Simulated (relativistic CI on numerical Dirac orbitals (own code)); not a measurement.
Rh+: 3p photoemission

Computed with this model: Dirac-Coulomb-Breit CI, separate exchange-only KLI orbitals for each configuration, model QED, valence Slater integrals scaled by 0.8, multiplet model of photoemission in the sudden approximation; configurations [Kr] 4d8 → [Ne] 3s2 3p5 3d10 4s2 4p6 4d8; 300 K; Lorentzian 2 eV and Gaussian 0.6 eV FWHM. Energies are those of the free ion, without screening or charge transfer. The energies are binding energies and can lie tens of eV above those of solids. S is read from ⟨S²⟩ = S(S + 1).

free ion: ground-state S = 1.00, centroid 524.34 eV. Peaks (eV, height): 515.8 (100), 541.2 (53).

Strongest unbroadened transitions for free ion:

```
Energy (eV)  Relative strength
     515.72              100.0
     515.83               33.1
     515.98               14.4
     516.03                1.9
     516.25                2.9
     516.31               14.3
     516.76                0.4
     517.07                0.6
     517.48                3.0
     517.49                0.7
     517.51                3.1
     518.08                0.1
     518.18                0.9
     541.13               37.6
     541.22               48.7
     541.43                1.3
     543.21                0.0
     543.41                0.0
```
